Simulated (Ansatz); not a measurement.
```yaml
crystal:
  periodic: [false, false, false]
  atoms:
    - {symbol: Au, position_ang: [0.125454, -1.355894, -0.763521]}
    - {symbol: Ag, position_ang: [-0.543321, 1.245596, -0.673820]}
    - {symbol: Ag, position_ang: [0.384178, 0.079555, 1.478437]}
basis:
  gaussian: {orbitals: def2-mTZVPP}
total_charge: 1
hamiltonian: {xc: {name: wB97M-V}}
```

```sh
$ ansatz run in.yaml --threads 4 --pin off --events-out ev --progress --plain --max-ram 3916MiB
```

It prints (some lines left out):

```
Functional definition: wB97M-V
1052 factors; their error is unknown
260 factors; integrals over basis functions are off by at most 1.8e-5 eV
mean field evaluation 1: about -11673.4334 eV, gradient 7.7e1 eV
mean field evaluation 2: about -11672.5560 eV, gradient 8.9e1 eV
mean field evaluation 4: about -11681.8405 eV, gradient 2.0e0 eV
mean field evaluation 8: about -11681.8520 eV, gradient 2.8e-2 eV
mean field evaluation 16: about -11681.9117 eV, gradient 3.3e-5 eV
mean field -11681.91174267 eV, -429.3023382590 hartree, gradient 3.3e-5 eV, S^2 0.000000; 0 other end points of the search recorded, 0 dependent functions left out
reference -11681.91180019 eV, -429.3023403727 hartree; 28, 28 occupied and 74, 74 virtual orbitals, 1052 factors
Total energy: -11681.91180019 eV, -429.3023403727 hartree
```

Hardware: 4 threads of Arm Neoverse V1 on a shared host. Wall time 6.5 s.

In the def2 sets Ag, Au take a core potential; there is no spin–orbit coupling.
